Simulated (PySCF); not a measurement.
Isomers of C2H3NSi. All species are isolated molecules in the gas phase. Strings in code marks are SMILES.

The vertical ionisation energy (Delta-SCF) from two functionals at the same geometries (B3LYP-D3(BJ)/def2-TZVP), both in PySCF: PBE-D3(BJ)/def2-TZVP and B3LYP-D3(BJ)/def2-TZVP. B3LYP has the VWN-RPA correlation part, as in Gaussian. Delta-SCF ions had no search for a lower state. 

| species | PBE-D3(BJ)/def2-TZVP (eV) |
|---|---|
| `C#CN=[SiH2]` | 8.29 |
| `N#C[SiH]=C` | 9.37 |
| `N=[si]1cc1` | 9.32 |

### Question
What does B3LYP-D3(BJ)/def2-TZVP give for each?

### Answer

- `C#CN=[SiH2]`: 8.29
- `N#C[SiH]=C`: 9.33
- `N=[si]1cc1`: 9.47
Over these rows, drawn at random from the members with no instability flagged (it was tested for open shells, ions and some series alone), PBE minus B3LYP-D3(BJ): mean -0.04 eV, from -0.15 eV to +0.04 eV.
